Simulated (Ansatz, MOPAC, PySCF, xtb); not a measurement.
Noncovalent pair: GeH4 (SMILES [GeH4]) (first 5 atoms) with CH2O2 (SMILES O=CO); geometry from B3LYP-D3(BJ)/def2-TZVP.
(charge 0, multiplicity 1):
```xyz
10

Ge    -0.28487     0.14269     0.13679
H     -0.81389    -0.21854    -1.26178
H     -0.68263     1.57599     0.49631
H      1.23216    -0.05082     0.19212
H     -0.95350    -0.83098     1.13506
O      0.84590     0.90967     3.19477
C      0.42232     0.24711     4.10020
O     -0.45061    -0.76141     3.98040
H      0.69598     0.38032     5.15461
H     -0.67543    -0.85627     3.03596
```

Counterpoise-corrected where a basis set is named; no monomer relaxation. Rows marked so take none.

Rows in STO-3G carry no dispersion term and start afresh at each structure; the Pople sets are all-electron and without relativity. The state that PM6 reach isn't checked.

Codes used: Ansatz (a program for electronic structure) with Gaussian orbitals; MOPAC for PM6 (differences of heats of formation); PySCF for STO-3G rows, the dispersion terms; xtb for the GFN methods. Each number belongs to the level named beside it.

| level | interaction energy (kcal/mol) |
|---|---|
| PM6 | 0.06 |
| GFN1-xTB | -10.18 |
| HF/STO-3G (no counterpoise) | 0.27 |
| HF/aug-cc-pVDZ | -0.01 |
| revPBE-D3(BJ)/def2-TZVPPD | -2.31 |
| B3LYP/def2-TZVPPD | -0.75 |
| B3LYP-D4/def2-TZVPPD | -2.58 |
| CAM-B3LYP/def2-TZVPPD | -1.42 |
| wB97X-V/def2-TZVPPD | … |

**Question.** Complete the blanks.

**Answer.** 
- wB97X-V/def2-TZVPPD, interaction energy (kcal/mol): -2.43
